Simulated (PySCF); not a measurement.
A PySCF script (with the pyscf-properties extension) for the NMR shieldings of SMILES CO[C@H]1CC[BH2-][N+]1(C)C, C6H16BNO, on a PBE0-D3(BJ)/def2-SVP geometry:

```python
import basis_set_exchange as bse
import numpy as np
from pyscf import gto, dft
from pyscf.prop import nmr

atoms = """
C     2.719868   -0.962374   -0.374350
O     1.347674   -0.924460   -0.636473
C     0.626264   -0.061749    0.182752
C     0.759353    1.428809   -0.109877
C    -0.523761    2.091589    0.431073
B    -1.492726    0.861025    0.898432
N    -0.815994   -0.386482    0.054268
C    -1.255873   -0.349741   -1.352674
C    -1.121877   -1.700352    0.631461
H     3.215279    0.000387   -0.594745
H     3.159428   -1.735638   -1.018811
H     2.925843   -1.223848    0.681702
H     0.868161   -0.254410    1.246140
H     1.683772    1.814827    0.346509
H     0.878695    1.553489   -1.199075
H    -0.297830    2.754234    1.279506
H    -0.970758    2.734644   -0.344017
H    -2.675865    0.905430    0.582803
H    -1.340823    0.547701    2.078113
H    -2.322874   -0.598974   -1.381870
H    -1.126998    0.661506   -1.753700
H    -0.675265   -1.063117   -1.953699
H    -0.788590   -1.714556    1.676358
H    -2.208576   -1.850702    0.610793
H    -0.615620   -2.494633    0.063458
"""
names = dict.fromkeys(["C", "O", "B", "N", "H"], "pcSseg-1")
basis = {el: gto.basis.parse(bse.get_basis(n, elements=[el], fmt="nwchem")) for el, n in names.items()}
mol = gto.M(atom=atoms, basis=basis, charge=0, verbose=0)
mf = dft.RKS(mol, xc="PBE0")
mf.grids.level = 2
mf.grids.alignment = dft.numint.BLKSIZE   # the property module wants whole blocks of grid points
mf.conv_tol = 1e-9
mf.kernel()

calc = nmr.RKS(mf)   # GIAO
C = mf.mo_coeff
Co = C[:, mf.mo_occ > 0]
resp = mf.gen_response(singlet=True, hermi=2)
def vind(x):   # induced exchange potential for any number of trial vectors
    d = np.einsum("pi,xij,qj->xpq", C, 2 * x.reshape(-1, C.shape[1], Co.shape[1]), Co, optimize=True)
    return np.einsum("xpq,pi,qj->xij", resp(d - d.transpose(0, 2, 1)), C, Co, optimize=True).ravel()
mo1, _ = nmr.rhf.solve_mo1(calc, with_cphf=vind)
sigma = calc.kernel(mo1)
for i, s in enumerate(sigma):   # ppm
    w = np.linalg.eigvalsh((s + s.T) / 2)
    print("%2d %-2s iso %8.1f  s11 %8.1f  s22 %8.1f  s33 %8.1f" % (i, mol.atom_pure_symbol(i), w.mean(), *w))
```

Q: Give the expected output.

A: 
```
 0 C  iso    127.9  s11     96.9  s22    104.0  s33    182.9
 1 O  iso    292.9  s11    250.6  s22    280.8  s33    347.3
 2 C  iso     84.0  s11     55.5  s22     79.7  s33    116.7
 3 C  iso    156.2  s11    129.5  s22    161.3  s33    177.9
 4 C  iso    180.2  s11    167.9  s22    176.0  s33    196.8
 5 B  iso    108.9  s11     84.7  s22    101.5  s33    140.5
 6 N  iso    184.8  s11    160.4  s22    179.2  s33    214.7
 7 C  iso    144.8  s11    122.7  s22    129.9  s33    181.7
 8 C  iso    135.6  s11     99.1  s22    124.2  s33    183.6
 9 H  iso     28.0  s11     23.3  s22     26.1  s33     34.8
10 H  iso     27.6  s11     23.3  s22     24.9  s33     34.6
11 H  iso     28.3  s11     24.3  s22     25.6  s33     35.1
12 H  iso     27.6  s11     26.3  s22     27.1  s33     29.4
13 H  iso     29.1  s11     23.5  s22     28.9  s33     34.9
14 H  iso     30.0  s11     26.3  s22     28.6  s33     35.1
15 H  iso     30.6  s11     26.1  s22     27.1  s33     38.5
16 H  iso     30.5  s11     26.7  s22     27.0  s33     37.8
17 H  iso     28.9  s11     25.4  s22     27.9  s33     33.4
18 H  iso     29.0  s11     24.7  s22     28.8  s33     33.5
19 H  iso     29.4  s11     25.5  s22     26.7  s33     35.9
20 H  iso     28.9  s11     23.9  s22     28.0  s33     34.7
21 H  iso     29.0  s11     23.8  s22     28.2  s33     35.0
22 H  iso     29.1  s11     25.3  s22     26.4  s33     35.7
23 H  iso     28.7  s11     24.7  s22     26.1  s33     35.4
24 H  iso     28.8  s11     24.5  s22     27.1  s33     34.8
```

These numbers come from an equivalent density-fitted implementation of the same equations, which agrees with the script to about 0.01 ppm for H and up to a few tenths of a ppm for heavy atoms, so last digits may differ.

Q: Turn these shieldings into chemical shifts. Chemical shifts δ = σref − σ; $^{13}$C (σ = 184.41 ppm) and $^{1}$H (σ = 31.27 ppm) vs TMS; $^{17}$O (σ = 334.56 ppm) vs H2O; BF3·OEt2 for $^{11}$B (σ = 100.73 ppm); $^{15}$N (σ = 265.67 ppm) vs NH3, all at this level.

A: Averaging equivalent atoms: C 2: 100.5; C 0: 56.5; C 8: 48.8; C 7: 39.7; C 3: 28.2; C 4: 4.2; O 1: 41.6; B 5: -8.2; N 6: 80.9; H 12: 3.65; H 9/10/11: 3.28; H 22/23/24: 2.38; H 17: 2.38; H 18: 2.26; H 19/20/21: 2.18; H 13: 2.16; H 14: 1.28; H 16: 0.76; H 15: 0.69 ppm. Experimental scales use liquid or dissolved standards, which lie at an offset from isolated NH3 (liquid NH3: subtract about 20 ppm) and H2O (liquid H2O: subtract about 36 ppm).

Size and cost of the density-fitted run: 233 basis functions, 60 s wall time on 1 thread of an Arm Neoverse V2, shared host; peak memory 1.2 GiB.
